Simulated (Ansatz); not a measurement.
Program: Ansatz. Geometries: PBE0-D4/def2-TZVP. ΔE: electronic, gas phase. CCSD(T)/CBS is the MP2 limit (def2-TZVPP, def2-QZVPP) plus CCSD(T) − MP2 in def2-TZVPP, frozen cores. This one scheme is used for every species. Functionals use def2-TZVPP. B3LYP here is the variant with VWN-RPA as its local correlation; programs differ in this. Each species was taken in one conformer, which may not be the lowest.

Reaction (ligand exchange at the Si–C bond): `O=C[SiH2]CS` + `SS` → `SC[SiH2]SS` + `C=O`

Q: Is it downhill or uphill in electronic energy at CCSD(T)/CBS, and by how much? (Estimate.)

A: Ansatz gave: Downhill: ΔE = -71.0 kJ/mol.

Q: What do these levels give: PBE-D4, ωB97X-V, ωB97M-V, PBE, r2SCAN, B3LYP, MP2/def2-TZVPP, CCSD(T)/def2-TZVPP, HF/def2-QZVPP, MP2/def2-QZVPP, HF/CBS(def2), MP2/CBS(def2)? (Estimate.)

A: The calculation gave: PBE-D4 -64.3, ωB97X-V -66.4, ωB97M-V -66.9, PBE -62.2, r2SCAN -66.3, B3LYP -62.3, MP2/def2-TZVPP -77.7, CCSD(T)/def2-TZVPP -69.5, HF/def2-QZVPP -71.7, MP2/def2-QZVPP -78.4, HF/CBS(def2) -71.7, MP2/CBS(def2) -79.2 kJ/mol.

Largest T1 diagnostic among the species: 0.015.

From PBE to PBE0 (25 % exact exchange), in def2-TZVPP and without D4, ΔE moves by −5.2 kJ/mol. The D4 term adds −3.5 kJ/mol with B3LYP and −2.0 kJ/mol with PBE0; it sums over pairs of atoms, weighted by their polarisabilities, and B3LYP, whose exchange is more repulsive, gets the larger term.
